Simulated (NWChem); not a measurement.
# BF2, doublet; SMILES F[B]F

```xyz
3

F      1.1366     0.0000    -0.1401
B      0.0000     0.0000     0.5044
F     -1.1366     0.0000    -0.1401
```
Atoms are numbered in this order, from 1.

All runs: NWChem. Spin-unrestricted. In the optimisation the excess spin sits in a1 (C2v, its own frame). Coordinates come from a PBE0/def2-SVP, spin-unrestricted optimisation. No stability test was run on the SCF state.

For level B3LYP/def2-SVP:

```
Item                         Result
---------------------------  ------
highest occupied level (eV)   -6.73
dipole (D)                     0.22
```

Question: What are these values for level B3LYP/def2-SVPD?

Answer: 
* **highest occupied level (eV)**: -7.06
* **dipole (D)**: 0.35
